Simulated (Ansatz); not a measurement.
`OB(O)O[Si](Cl)(Cl)Cl` + `FC(F)(F)[SeH]` → `OB(O)[Se]C(F)(F)F` + `O[Si](Cl)(Cl)Cl`  (ligand exchange at a B–O bond)

Program: Ansatz. Geometries: PBE0-D4/def2-TZVP. ΔE: electronic, gas phase. CCSD(T)/CBS adds triple-zeta CCSD(T) − MP2 to the extrapolated MP2 energy (def2 sets, frozen cores). DFT in def2-TZVPP. B3LYP here is the variant with VWN-RPA as its local correlation; programs differ in this. For Se outer-core shells are correlated without core-valence functions, which leaves a few kJ/mol of doubt a bond. Scalar relativity is left out up to krypton. One conformer a species, not always the lowest.

`OB(O)O[Si](Cl)(Cl)Cl`:

```xyz
10

O    -1.710    0.319   -0.410
B    -0.710   -0.567   -0.647
O    -0.906   -1.643   -1.454
O     0.518   -0.363   -0.056
Si    1.144    0.750    0.931
Cl    0.144    0.803    2.690
Cl    1.103    2.584    0.076
Cl    3.067    0.219    1.276
H    -2.525    0.091   -0.864
H    -0.124   -2.192   -1.542
```

`FC(F)(F)[SeH]`:

Z-matrix (Å, degrees):
```
C
F 1 1.331
F 1 1.331 2 107.3
F 1 1.331 2 108.2 3 -116.6
Se 1 1.960 2 112.5 3 124.2
H 5 1.468 1 91.8 2 -60.6
```

`OB(O)[Se]C(F)(F)F`:

Cartesian coordinates in Å:
```
O -1.329 0.722 0.587
B -0.116 1.230 0.275
O 0.193 2.518 0.548
Se 1.368 0.257 -0.617
C 0.623 -1.547 -0.514
F 1.366 -2.370 -1.243
F 0.585 -2.022 0.732
F -0.640 -1.618 -0.982
H -1.505 -0.170 0.280
H -0.546 3.000 0.934
```

`O[Si](Cl)(Cl)Cl`:

Z-matrix (Å, degrees):
```
Si
Cl 1 2.031
Cl 1 2.031 2 107.8
O 1 1.617 2 111.3 3 122.3
Cl 1 2.017 2 109.9 3 -119.8
H 4 0.960 1 118.4 2 -60.4
```

| level | ΔE (kJ/mol) | difference from CCSD(T)/CBS |
| --- | --- | --- |
| PBE-D4 | 56.0 | -9.9 |
| B3LYP-D4 | 71.5 | 5.6 |
| PBE | 55.3 | -10.6 |
| HF/def2-TZVPP | 92.2 | 26.3 |
| MP2/def2-TZVPP | 62.8 | -3.1 |
| SCS-MP2/def2-TZVPP | 68.7 | 2.8 |
| HF/def2-QZVPP | 93.6 | 27.7 |
| MP2/def2-QZVPP | 61.9 | -4.0 |
| SCS-MP2/def2-QZVPP | 67.9 | 2.0 |
| HF/CBS(def2) | 93.8 | 27.9 |
| CCSD(T)/CBS | 65.9 | 0 |

Largest T1 diagnostic among the species: 0.012.

From PBE to PBE0 (25 % exact exchange), in def2-TZVPP and without D4, ΔE moves by +6.9 kJ/mol. In def2-TZVPP, CCSD(T) changes the Hartree–Fock value by −23.8 kJ/mol (the triples alone add −4.4 kJ/mol) and MP2 by −29.4 kJ/mol.
